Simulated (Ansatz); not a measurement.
```yaml
crystal:
  periodic: [false, false, false]
  atoms:
    - {symbol: Hg, position_ang: [-4.190356, -1.431413, -0.017171]}
    - {symbol: Hg, position_ang: [1.035319, 1.048401, 1.511878]}
    - {symbol: Hg, position_ang: [-0.842779, 0.582822, -2.545089]}
    - {symbol: Hg, position_ang: [-1.658021, 0.101329, 0.456302]}
    - {symbol: O, position_ang: [0.433653, -1.245780, -0.001466]}
    - {symbol: O, position_ang: [-0.873111, 1.410590, 2.005595]}
    - {symbol: O, position_ang: [2.676834, 0.302939, 0.456065]}
    - {symbol: O, position_ang: [1.105708, -1.056356, -1.060269]}
    - {symbol: O, position_ang: [2.312754, 0.287468, -0.805844]}
basis:
  gaussian: {orbitals: def2-TZVPD}
total_charge: -1
magnetization: {spin_polarized: true, initial_magnetization: 1}
hamiltonian: {xc: pbe0, dispersion: d4}
scf: {omitted_lower_state_checks: [starts]}
output: {orbitals: {seedname: orbitals}}
```

```sh
$ ansatz run in.yaml --threads 4 --pin off --events-out ev --progress --plain --max-ram 4787MiB
```

(1) Does this run fit into the memory that it is given?

Results:

(1) No. It has 384 basis functions, and Ansatz plans for 6 GiB where 5 GiB are given.
